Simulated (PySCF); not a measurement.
phosphorus atom (P), quartet; HSE06/6-31G* (PySCF).

Here is a job for PySCF.
```python
from pyscf import gto, scf, dft

mol = gto.Mole()
mol.atom = '''
    P     0.00000000    0.00000000    0.00000000
'''
mol.basis = '6-31g*'
mol.spin = 3
mol.verbose = 4
mol.build()

mf = dft.UKS(mol)
mf.xc = 'hse06'
mf.kernel()
mf.analyze()
```

Output, abridged:

```
PySCF version 2.14.0

[INPUT] verbose = 4
[INPUT] num. atoms = 1
[INPUT] num. electrons = 15
[INPUT] charge = 0
[INPUT] spin (= nelec alpha-beta = 2S) = 3
[INPUT] symmetry False subgroup None
[INPUT] Mole.unit = angstrom
[INPUT] Symbol           X                Y                Z      unit          X                Y                Z       unit  Magmom
[INPUT]  1 P      0.000000000000   0.000000000000   0.000000000000 AA    0.000000000000   0.000000000000   0.000000000000 Bohr   0.0

nuclear repulsion = 0
number of shells = 8
number of NR pGTOs = 51
number of NR cGTOs = 18
basis = 6-31g*
ecp = {}

******** <class 'pyscf.dft.uks.UKS'> ********
method = UKS
initial guess = minao
damping factor = 0
level_shift factor = 0
DIIS = <class 'pyscf.scf.diis.CDIIS'>
diis_start_cycle = 1
diis_space = 8
diis_damp = 0
SCF conv_tol = 1e-09
SCF conv_tol_grad = None
SCF max_cycles = 50
direct_scf = True
direct_scf_tol = 1e-13
number electrons alpha = 9  beta = 6
XC library pyscf.dft.libxc version 7.1.2
    S. Lehtola, C. Steigemann, M. J. T. Oliveira, and M. A. L. Marques,  SoftwareX 7, 1–5 (2018)
XC functionals = hse06
    J. Heyd, G. E. Scuseria, and M. Ernzerhof,  J. Chem. Phys. 118, 8207 (2003)
    J. Heyd, G. E. Scuseria, and M. Ernzerhof,  J. Chem. Phys. 124, 219906 (2006)
    A. V. Krukau, O. A. Vydrov, A. F. Izmaylov, and G. E. Scuseria,  J. Chem. Phys. 125, 224106 (2006)
radial grids:
    Treutler-Ahlrichs [JCP 102, 346 (1995); DOI:10.1063/1.469408] (M4) radial grids

becke partition: Becke, JCP 88, 2547 (1988); DOI:10.1063/1.454033
pruning grids: <function nwchem_prune>
grids dens level: 3
symmetrized grids: False
atomic radii adjust function: <function treutler_atomic_radii_adjust>
small_rho_cutoff = 0
Set gradient conv threshold to 3.16228e-05
tot grids = 19184
init E= -340.996861098798

cycle= 1 E= -341.12480947631  delta_E= -0.128  |g|= 0.0512  |ddm|= 0.886
cycle= 2 E= -341.127513805609  delta_E= -0.0027  |g|= 0.022  |ddm|= 0.194
cycle= 3 E= -341.127931598903  delta_E= -0.000418  |g|= 0.00104  |ddm|= 0.0578
cycle= 4 E= -341.127933342964  delta_E= -1.74e-06  |g|= 0.000106  |ddm|= 0.00508
cycle= 5 E= -341.127933357992  delta_E= -1.5e-08  |g|= 4.33e-06  |ddm|= 0.000378
cycle= 6 E= -341.127933358015  delta_E= -2.34e-11  |g|= 1.54e-08  |ddm|= 1.77e-05
Extra cycle  E= -341.127933358015  delta_E= -1.14e-13  |g|= 1.43e-09  |ddm|= 2.66e-08
converged SCF energy = -341.127933358015  <S^2> = 3.7500761  2S+1 = 4.000038
**** SCF Summaries ****
Total Energy =                        -341.127933358015355
Nuclear Repulsion Energy =               0.000000000000000
One-electron Energy =                 -471.581391362000204
Two-electron Energy =                  130.453458003984849
Two-electron Coulomb Energy =          153.534223615070346
DFT Exchange-Correlation Energy =      -23.080765611085489
**** MO energy ****
                             alpha | beta                alpha | beta
MO #1   energy= -77.2370592238412  | -77.2246478672891  occ= 1 | 1
MO #2   energy= -6.62928787950655  | -6.61531928768405  occ= 1 | 1
MO #3   energy= -4.76535375329382  | -4.74478732055139  occ= 1 | 1
MO #4   energy= -4.76535375329379  | -4.74478732055138  occ= 1 | 1
MO #5   energy= -4.76535375329378  | -4.74478732055138  occ= 1 | 1
MO #6   energy= -0.603167642929127 | -0.465728567139626 occ= 1 | 1
MO #7   energy= -0.259571210055515 | -0.107729831997551 occ= 1 | 0
MO #8   energy= -0.259571210055506 | -0.107729831997549 occ= 1 | 0
MO #9   energy= -0.259571210055486 | -0.107729831997547 occ= 1 | 0
MO #10  energy= 0.209457239907318  | 0.266009648463083  occ= 0 | 0
MO #11  energy= 0.286949900629918  | 0.350892466231156  occ= 0 | 0
MO #12  energy= 0.286949900629921  | 0.350892466231157  occ= 0 | 0
MO #13  energy= 0.28694990062993   | 0.350892466231173  occ= 0 | 0
MO #14  energy= 0.615438877025363  | 0.728770644159501  occ= 0 | 0
MO #15  energy= 0.615438877025377  | 0.728770644159506  occ= 0 | 0
MO #16  energy= 0.61543887702539   | 0.728770644159507  occ= 0 | 0
MO #17  energy= 0.6154388770254    | 0.728770644159508  occ= 0 | 0

To work with the spin densities directly, `use mulliken_meta_spin()` only printing them here.

 ** Mulliken spin pop alpha/beta on meta-lowdin orthogonal AOs **
 ** Mulliken Spin Density (per AO)  **
spin_pop of  0 P 1s       -0.00000
spin_pop of  0 P 2s       -0.00009
spin_pop of  0 P 3s       -0.00035
spin_pop of  0 P 4s        0.00044
spin_pop of  0 P 2px       0.00010
spin_pop of  0 P 2py       0.00010
spin_pop of  0 P 2pz       0.00010
spin_pop of  0 P 3px       0.99986
spin_pop of  0 P 3py       0.99986
spin_pop of  0 P 3pz       0.99986
spin_pop of  0 P 4px       0.00004
spin_pop of  0 P 4py       0.00004
spin_pop of  0 P 4pz       0.00004
spin_pop of  0 P 3dxy      0.00000
spin_pop of  0 P 3dyz      0.00000
spin_pop of  0 P 3dz^2     0.00000
spin_pop of  0 P 3dxz      0.00000
spin_pop of  0 P 3dx2-y2    0.00000
 ** Mulliken Spin Density (per atom)  **
spin density of  0 P =      3.00000
 ** Mulliken pop alpha/beta on meta-lowdin orthogonal AOs **
 ** Mulliken pop       alpha | beta **
pop of  0 P 1s        1.00000 | 1.00000
pop of  0 P 2s        0.99951 | 0.99961
pop of  0 P 3s        0.99939 | 0.99973
pop of  0 P 4s        0.00110 | 0.00066
pop of  0 P 2px       0.99997 | 0.99987
pop of  0 P 2py       0.99997 | 0.99987
pop of  0 P 2pz       0.99997 | 0.99987
pop of  0 P 3px       0.99996 | 0.00010
pop of  0 P 3py       0.99996 | 0.00010
pop of  0 P 3pz       0.99996 | 0.00010
pop of  0 P 4px       0.00007 | 0.00002
pop of  0 P 4py       0.00007 | 0.00002
pop of  0 P 4pz       0.00007 | 0.00002
pop of  0 P 3dxy      0.00000 | 0.00000
pop of  0 P 3dyz      0.00000 | 0.00000
pop of  0 P 3dz^2     0.00000 | 0.00000
pop of  0 P 3dxz      0.00000 | 0.00000
pop of  0 P 3dx2-y2    0.00000 | 0.00000
In total             9.00000 | 6.00000
 ** Mulliken atomic charges   ( Nelec_alpha | Nelec_beta ) **
charge of  0P =      0.00000  (     9.00000      6.00000 )
Dipole moment(X, Y, Z, Debye):  0.00000, -0.00000,  0.00000
```
